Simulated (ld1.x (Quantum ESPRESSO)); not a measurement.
## Cd, TM: configuration errors across variants

- Element: Cd
- Generator: ld1.x (Quantum ESPRESSO) 7.5
- Type: norm-conserving Troullier–Martins (Kleinman–Bylander form)
- Functional: PBE
- Relativity: scalar-relativistic
- Frozen core: [Kr]
- Valence charge: 12
- Reference configuration: 4d9 5s0 5p0 (charge +3)
- Partial waves: 5s (bound, empty): rc 1.65 bohr; 4d (bound): rc 1.60 bohr; 5p (bound, empty): rc 2.50 bohr
- Local potential: the p channel
- Core correction: Bessel-smoothed model core, default radius (core density twice the valence density)

All-electron excitation energies from the reference (eV): (1) 4d10 5s2 5p0 -64.407; (2) 4d10 5s1 5p0 -55.135; (3) 4d10 5s0 5p0 -38.009; (4) 4d10 5s1 5p1 -59.742; (5) 4d10 5s0 5p1 -49.356; (6) 4d10 5s0 5p2 -54.737; (7) 4d9 5s2 5p0 -46.433.

The default core radius of the base comes out at 0.74 bohr.

The overlap operator is not positive definite (basis up to 400 Ry) in “type ultrasoft; waves now 5s (bound): rcut 1.45, rcutus 1.65 bohr; 5s channel at 0.95 Ry: rcut 1.45, rcutus 1.65 bohr; 5p (bound): rcut 2.15, rcutus 2.50 bohr; 5p channel at -1.45 Ry: rcut 2.15, rcutus 2.50 bohr; 4d (bound): rcut 1.40, rcutus 1.60 bohr; 4d channel at -2.85 Ry: rcut 1.40, rcutus 1.60 bohr; local potential all-electron potential smoothed inside 1.40 bohr (lloc = -1); augmentation built from norm-conserving waves at rcut, not smoothed further”. Such files are unfit for use, however small their errors in these radial tests.

Tests that are not counted but printed errors over 1 eV. “type ultrasoft; waves now 5s (bound): rcut 1.45, rcutus 1.65 bohr; 5s channel at 0.95 Ry: rcut 1.45, rcutus 1.65 bohr; 5p (bound): rcut 2.15, rcutus 2.50 bohr; 5p channel at -1.45 Ry: rcut 2.15, rcutus 2.50 bohr; 4d (bound): rcut 1.40, rcutus 1.60 bohr; 4d channel at -2.85 Ry: rcut 1.40, rcutus 1.60 bohr; local potential all-electron potential smoothed inside 1.40 bohr (lloc = -1); augmentation built from norm-conserving waves at rcut, not smoothed further”: 4d10 5s1 5p1 (solver errors, printed error -1270 eV); 4d9 5s2 5p0 (solver errors, printed error -17.3 eV); 2 more.

4 further variants failed, have other tests or another functional or relativity, and are left out.

A true bound ghost makes a file unfit for plane-wave use even where its test errors are small: the radial tests pick states by their node count and pass the ghost by. Where a test does run into it, the solver fails or the error is huge.

Errors AE − PS in meV (a dash: test not solved or not reliable):

```tsv
change	(1)	(2)	(3)	(4)	(5)	(6)	(7)	bound ghosts
base	-238	-286	-304	-230	-241	-202	-5.8	none
type ultrasoft; waves now 5s (bound): rcut 1.45, rcutus 1.65 bohr; 5s channel at 0.95 Ry: rcut 1.45, rcutus 1.65 bohr; 5p (bound): rcut 2.15, rcutus 2.50 bohr; 5p channel at -1.45 Ry: rcut 2.15, rcutus 2.50 bohr; 4d (bound): rcut 1.40, rcutus 1.60 bohr; 4d channel at -2.85 Ry: rcut 1.40, rcutus 1.60 bohr; local potential all-electron potential smoothed inside 1.40 bohr (lloc = -1); augmentation built from norm-conserving waves at rcut, not smoothed further	–	–	-95	–	-44	-23	–	p (s not tested, overlap not positive)
all radii but the core radius scaled by about 1.19 (s 1.96, p 2.98, d 1.90 bohr)	-130	-226	-295	-177	-247	-207	+9.4	none
wave 5p (bound): rc 2.50 bohr becomes 5p (bound): rc 2.90 bohr	-187	-268	-310	-210	-251	-211	+13	none
core correction Bessel-smoothed model core inside 0.78 bohr	-238	-286	-304	-230	-241	-202	-5.8	none
wave 4d (bound): rc 1.60 bohr becomes 4d (bound): rc 1.96 bohr	-236	-276	-281	-223	-226	-190	-7.5	none
wave 5s (bound): rc 1.65 bohr becomes 5s (bound): rc 1.30 bohr	-401	-369	-304	-302	-241	-202	-140	none
```

(1) Give the same row for: local potential the d channel.

Answers

(1) -50, -75, -99, -46, -50, -30, -6.9; bound ghosts: s, p.
